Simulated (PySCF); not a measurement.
## Heteronuclear NMR

Geometry:
```
atom   x (Å)   y (Å)   z (Å)
  C1   4.779   0.039   0.300
  N2   3.714  -0.319  -0.242
 Si3   2.189   0.407  -0.545
 Si4   0.747  -0.742   0.853
  C5  -1.022  -0.311   0.361
  C6  -1.638  -0.962  -0.703
  C7  -2.922  -0.637  -1.099
  C8  -3.619   0.357  -0.433
  C9  -3.023   1.018   0.628
 C10  -1.738   0.685   1.016
 H11   4.974   1.042   0.692
 H12   5.595  -0.673   0.401
 H13   2.023   0.125  -1.972
 H14   2.119   1.872  -0.377
 H15   0.898  -0.393   2.276
 H16   0.866  -2.205   0.776
 H17  -1.099  -1.740  -1.227
 H18  -3.382  -1.158  -1.927
 H19  -4.624   0.613  -0.738
 H20  -3.563   1.794   1.153
 H21  -1.283   1.204   1.849
```

- geometry: GFN2-xTB
- GIAO PBE0/pcSseg-1 shieldings
- run in PySCF
- single conformer, no relativistic terms, no solvent model, averaged over atoms made equivalent by symmetry, fast rotation or ring inversion

Task: Predict the ²⁹Si NMR data.

Result: 
```json
{"atoms": "Si3", "environment": "silicon bonded to N, Si, 2 H", "σ (ppm)": "402.4", "δ (ppm)": "-50.8"}
{"atoms": "Si4", "environment": "silicon bonded to C, Si, 2 H", "σ (ppm)": "415.8", "δ (ppm)": "-61.8"}
```

Shieldings were converted by a linear fit to measured shifts: ²⁹Si (scatter 8.9 ppm rms, 25.8 ppm with the 6 outliers that the fit left out vs TMS, solution or neat liquid). A few per cent of atoms miss by over 2 rms, more outside the fitted compound classes.

On a 300 MHz spectrometer ²⁹Si resonates near 59.6 MHz, so 1 ppm is 59.6 Hz.

Task: Where does ¹⁵N resonate?

Result: 
```csv
atoms,environment,σ (ppm),δ (ppm)
N2,imine nitrogen,-151.1,-8.9
```

Shieldings were converted by a linear fit to measured shifts: ¹⁵N (scatter 6.3 ppm rms vs CH3NO2, solution or neat liquid). Occasional misses reach two or three times the rms, and more in compound classes unlike the fitted ones.

On a 500 MHz spectrometer ¹⁵N resonates near 50.7 MHz, so 1 ppm is 50.7 Hz.
